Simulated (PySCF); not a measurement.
C4H6ClF, SMILES F[C@H](Cl)C1CC1.

Coordinates come from a r2SCAN-D4/def2-SVP optimisation. The structure was generated by enumeration; whether it is a known compound was not checked. One conformer was computed; it need not be the lowest.

Calculation: ωB97X/def2-TZVP (PySCF).

The molecule is in vacuum.

Computed frontier levels, gap, dipole moment and polarisability:
```yaml
highest_occupied_level: -10.88 eV
lowest_empty_level: 2.86 eV
orbital_gap: 13.74 eV
dipole_moment: 2.27 D
quadrupole, principal values (traceless, Buckingham form, about the centre of nuclear charge): -3.11, 0.35, 2.76 D·Å
mean_static_polarisability: 58.1 bohr³ (8.61 Å³)
polarisability_principal_values: 49.6, 53.9, 70.9 bohr³
```
